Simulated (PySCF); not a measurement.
Ni²⁺ (nickel, charge +2) across methods

[Ar] 3d8, high-spin 3F determinant. All numbers are calculated (PySCF 2.14, no relativity, point nucleus, in aug-cc-pVDZ (7s6p4d2f, 59 functions)).

```
 method  E (hartree)  mean ε 3p β (eV)  mean ε 3d α (eV)  mean ε 3d β (eV)  Σ⟨r²⟩ (bohr²)   ⟨S²⟩
    LDA    -1504.620           -88.799           -29.662           -27.816          15.82  2.001
  B97-3    -1507.206           -93.588           -32.330           -30.509          15.62  2.001
   PBE0    -1507.117           -93.251           -32.199           -30.329          15.65  2.001
    PBE    -1507.075           -88.740           -29.383           -27.716          15.82  2.001
    M06    -1507.281           -93.330           -32.377           -30.121          15.64  2.003
    UHF  -1506.03357           -105.52           -39.802           -37.202          15.40  2.003
 revPBE    -1507.232           -88.683           -29.297           -27.639          15.81  2.001
LC-wPBE    -1507.137           -94.589           -34.689           -32.992          15.76  2.001
```

Estimate the same row for r2SCAN.

E (hartree) = -1507.329; mean ε 3p β (eV) = -90.187; mean ε 3d α (eV) = -29.717; mean ε 3d β (eV) = -28.088; Σ⟨r²⟩ (bohr²) = 15.65; ⟨S²⟩ = 2.001.
